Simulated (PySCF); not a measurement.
## Sn³⁴⁺: ionisation energy

Sn³⁴⁺ [Ne] 3s2 3p4 (3P) → Sn³⁵⁺ [Ne] 3s2 3p3 (4S), as a difference of total energies. Computed with PySCF 2.14 in an uncontracted even-tempered set (18 s from 5 bohr⁻², ratio 2.5; 12 p from 6.5 bohr⁻², ratio 2.5; 5 d from 30 bohr⁻², ratio 2.7; 4 f from 45 bohr⁻², ratio 2.7), with the spin-free X2C one-electron Hamiltonian (Gaussian nucleus). Correlated levels: outer shells: 1s2 frozen; virtual orbitals above 40 to 60 times the deepest correlated orbital energy dropped. The calculations carry no spin-orbit coupling.

```csv
method,ionisation energy (eV)
UHF,2237.0
MP2 (outer shells),2238.0
SCS-MP2 (outer shells),2238.0
CCSD (outer shells),2238.0
CCSD(T) (outer shells),2238.0
```

Spin-orbit coupling is strong in these open shells (close to jj coupling). The scalar numbers leave it out and a first-order estimate fails, so it can dominate the gap to the real levels.

Breit and QED terms and the two-electron picture change are absent.

For comparison: 2227 ± 3 eV (semi-empirical (NIST evaluation); NIST Atomic Spectra Database, ionization energies).
